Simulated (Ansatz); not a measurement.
Reaction (redistribution): `[BH2][AlH][O]C` + `F[CH2][SnH2][SH]` → `[BH2][Al]([CH2]F)[O]C` + `[SH][SnH3]`

Calculated with Ansatz (gas phase, PBE0-D4/def2-TZVP geometries, no zero-point term in ΔE). CCSD(T)/CBS adds triple-zeta CCSD(T) − MP2 to the extrapolated MP2 energy (def2 sets, frozen cores). Functionals use def2-TZVPP. B3LYP here is the variant with VWN-RPA as its local correlation; programs differ in this. def2 core potentials past Kr. For Sn outer-core shells are correlated without core-valence functions, which leaves a few kJ/mol of doubt a bond. Each species was taken in one conformer, which may not be the lowest.

`[BH2][AlH][O]C`:

Z-matrix (Å, degrees):
```
C
O 1 1.395
H 1 1.099 2 112.9
H 1 1.095 2 110.2 3 120.6
H 1 1.095 2 110.3 3 -120.6
Al 2 1.693 1 134.4 3 0.3
B 6 2.129 2 120.5 1 0.1
H 6 1.586 2 114.6 1 -179.9
H 7 1.200 6 122.9 2 91.0
H 7 1.200 6 122.9 2 -90.4
```

`F[CH2][SnH2][SH]`:

Z-matrix (Å, degrees):
```
C
Sn 1 2.168
F 1 1.386 2 108.8
H 1 1.093 2 111.5 3 -119.6
H 1 1.092 2 110.2 3 118.8
S 2 2.402 1 106.7 3 -60.5
H 2 1.707 1 109.9 3 59.3
H 2 1.706 1 111.9 3 -175.9
H 6 1.344 2 92.8 1 51.5
```

`[BH2][Al]([CH2]F)[O]C`:

Z-matrix (Å, degrees):
```
C
Al 1 1.992
F 1 1.403 2 111.5
H 1 1.098 2 112.3 3 -120.5
H 1 1.098 2 112.3 3 120.5
B 2 2.124 1 124.0 3 -179.9
O 2 1.684 1 119.5 3 0.1
H 6 1.200 2 122.7 1 89.5
H 6 1.199 2 122.8 1 -90.0
C 7 1.399 2 138.7 1 -0.1
H 10 1.095 7 110.0 2 -120.4
H 10 1.095 7 109.9 2 121.1
H 10 1.095 7 112.3 2 0.3
```

`[SH][SnH3]`:

Cartesian coordinates in Å:
```
S -1.857 -0.069 -0.117
Sn 0.535 -0.255 0.060
H -1.837 1.268 -0.244
H 1.075 0.635 1.411
H 1.259 0.341 -1.365
H 0.825 -1.919 0.256
```

```csv
level,ΔE (kJ/mol)
ωB97M-V,-17.4
PBE0,-17.0
B3LYP,-17.9
MP2/def2-TZVPP,-10.6
```

**Question.** What does CCSD(T)/CBS give? (Estimate.)

**Answer.** The calculation gave: -11.3 kJ/mol. The listed levels differ from it by -6.1, -5.7, -6.6, 0.7 kJ/mol.

Largest T1 diagnostic among the species: 0.012.

In def2-TZVPP, CCSD(T) changes the Hartree–Fock value by +5.1 kJ/mol (the triples alone add +1.3 kJ/mol) and MP2 by +7.9 kJ/mol.
